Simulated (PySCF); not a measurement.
# First hyperpolarisability: `InChI=1S/C5H6O3S2/c1-10(7,8)5-3-2-4(6)9-5/h2-3,6H,1H3/p-1`, charge -1

Geometry:
| atom | x (Å) | y (Å) | z (Å) |
| --- | --- | --- | --- |
| C1 | -2.272 | 0.545 | 0.465 |
| S2 | -1.368 | -0.194 | -0.906 |
| O3 | -1.735 | -1.620 | -0.904 |
| O4 | -1.710 | 0.639 | -2.066 |
| C5 | 0.289 | -0.048 | -0.508 |
| C6 | 1.016 | -1.038 | 0.141 |
| C7 | 2.261 | -0.636 | 0.616 |
| C8 | 2.580 | 0.741 | 0.410 |
| O9 | 3.560 | 1.407 | 0.695 |
| S10 | 1.131 | 1.485 | -0.497 |
| H11 | -1.919 | 1.578 | 0.588 |
| H12 | -3.336 | 0.524 | 0.191 |
| H13 | -2.082 | -0.045 | 1.370 |
| H14 | 0.603 | -2.044 | 0.248 |
| H15 | 2.976 | -1.286 | 1.121 |

Total charge -1.

Level of theory: quadratic response CAM-B3LYP/aug-cc-pVDZ first hyperpolarisability, Taylor convention, gas phase (PySCF). Geometry: PBE0-D3(BJ)/def2-SVP.

For a gas-phase anion, states above the detachment energy (about 2.7 eV, taken as minus the energy of the highest occupied orbital) lie in the continuum and depend on the basis.

(1) What is the first hyperpolarisability, and how does it disperse?

(2) Which lowest excitations and polarisabilities go with it?

## Answers

(1) In 10⁻³⁰ esu, Taylor convention; the vector part is βᵢ = ⅓ Σⱼ (βᵢⱼⱼ + βⱼᵢⱼ + βⱼⱼᵢ):
```tsv
process	λ (nm)	β vector norm	β HRS	depolarisation ratio
static β(0;0,0)	∞	7.07	3.15	4.02
second harmonic β(−2ω;ω,ω)	1907	7.90	3.51	4.05
Pockels β(−ω;ω,0)	1907	7.32	–	–
second harmonic β(−2ω;ω,ω)	1064	10.60	4.68	4.10
Pockels β(−ω;ω,0)	1064	7.96	–	–
```

(2) S1 3.64 eV (f = 0.005); S2 3.96 eV (f = 0.006); S3 4.04 eV (f = 0.205); isotropic α 125.5 au static, 126.2 au at 1907 nm, 127.7 au at 1064 nm, 128.3 au at 953.5 nm, 136.2 au at 532 nm.
